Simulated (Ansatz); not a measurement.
`O=CB([SiH3])[AsH2]` and `O=CB[SiH3]` differ in one atom or group.

Ansatz, PBE0-D4/def2-TZVP geometries, multiplicity 1. Each molecule was computed in one conformer, which needn't be the lowest.

Scalar relativity is left out up to krypton.

| property | `O=CB([SiH3])[AsH2]` |
| --- | --- |
| size of the dipole moment (PBE/def2-TZVPP) / D | 2.28 |
| LUMO energy (B3LYP/def2-TZVPP) / eV | -2.75 |
| LUMO energy (ωB97M-V/def2-TZVPP) / eV | -0.65 |
| HOMO–LUMO gap (PBE/def2-TZVPP) / eV | 2.14 |
| zero-point energy (PBE0-D4/def2-TZVP) / kJ/mol | 164.2 |
| HOMO energy (B3LYP/def2-TZVPP) / eV | -6.91 |

Task: Give the same properties after the change, and the shifts. (Best estimate.)

Result: Ansatz gave: 
| property | `O=CB[SiH3]` | shift |
| --- | --- | --- |
| size of the dipole moment (PBE/def2-TZVPP) / D | 1.81 | -0.47 |
| LUMO energy (B3LYP/def2-TZVPP) / eV | -2.00 | 0.75 |
| LUMO energy (ωB97M-V/def2-TZVPP) / eV | 0.16 | 0.81 |
| HOMO–LUMO gap (PBE/def2-TZVPP) / eV | 3.64 | 1.50 |
| zero-point energy (PBE0-D4/def2-TZVP) / kJ/mol | 143.8 | -20.4 |
| HOMO energy (B3LYP/def2-TZVPP) / eV | -7.60 | -0.69 |

With PBE0 the HOMO falls by 0.68 eV and the LUMO rises by 0.79 eV, so the gap widens by about 1.47 eV. PBE moves the HOMO by -0.87 eV and ωB97M-V by -0.62 eV. The zero-point energy changes by -20.4 kJ/mol with -6 modes. Dipoles are sizes alone; their direction can turn.

Positive LUMOs are unbound, so they and the gaps depend on the basis.

B3LYP here is the variant with VWN-RPA as its local correlation; programs differ in this.
